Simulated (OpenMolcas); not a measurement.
# 4d5 along the 41-electron sequence

```
Program             : OpenMolcas 26.06
Method              : CASSCF
Basis               : ANO-RCC-VTZP
Scalar Hamiltonian  : DKH2, point nucleus
Spin-orbit coupling : state interaction with AMFI integrals over the reference wave functions, term energies averaged over their components
```

Active space for each ion: 5 electrons in 10 orbitals (4d 5d).

Computed levels in cm-1 above 6S 5/2:

| Level | Ru3+ | Rh4+ | Ag6+ |
| --- | --- | --- | --- |
| 4G 5/2 | 26884 | 29579 | 34450 |
| 4G 7/2 | 27107 | 29920 | 35191 |
| 4G 11/2 | 27223 | 30071 | 35454 |
| 4G 9/2 | 27254 | 30135 | 35624 |
| 4P 5/2 | 30348 | 33184 | 38217 |
| 4P 3/2 | 30756 | 33766 | 39213 |
| 4P 1/2 | 31309 | 34557 | 40617 |
| 4D 7/2 | 33393 | 36825 | 43285 |
| 4D 1/2 | 33972 | 37721 | 45055 |
| weight of 6S in the lowest level (%) | 99 | 99 | 98 |

Mixed levels, with the weight of the term that names them: Ru3+ 4P 5/2 (69 %), Ru3+ 4P 3/2 (74 %), Rh4+ 4P 5/2 (65 %), Rh4+ 4P 3/2 (70 %), Ag6+ 4P 5/2 (56 %), Ag6+ 4P 3/2 (63 %).

Measured, with the error of the calculation in %. Measured levels: Ag6+ from the list in Gamrath, thesis, University of Mons (2023).

```tsv
Level	Ag6+
4G 5/2	29390 (+17.2)
4G 7/2	30378 (+15.8)
4G 11/2	30662 (+15.6)
4G 9/2	30907 (+15.3)
4P 3/2	32994 (+18.8)
4P 1/2	34605 (+17.4)
4D 7/2	36485 (+18.6)
4D 1/2	38685 (+16.5)
```

4G 5/2 changes by a factor of 1.28 over the same range, with steps per unit of Z of +2700, +2440 cm-1.

Without dynamic correlation excited terms often stand tens of per cent too high (terms of higher spin than the ground term too low), and those without a measured partner can miss by more than the paired ones. Active for correlation alone: 5d; no level in the range computed is led by a configuration that fills it, so any true level of that kind is missing. Computed and measured levels are paired by configuration, term and J; levels that our copy of the source lacks, or whose pairing is in doubt (as where it misses far off the trend of its configuration), stay unpaired and out of the deviations. Only configurations of the active space appear.
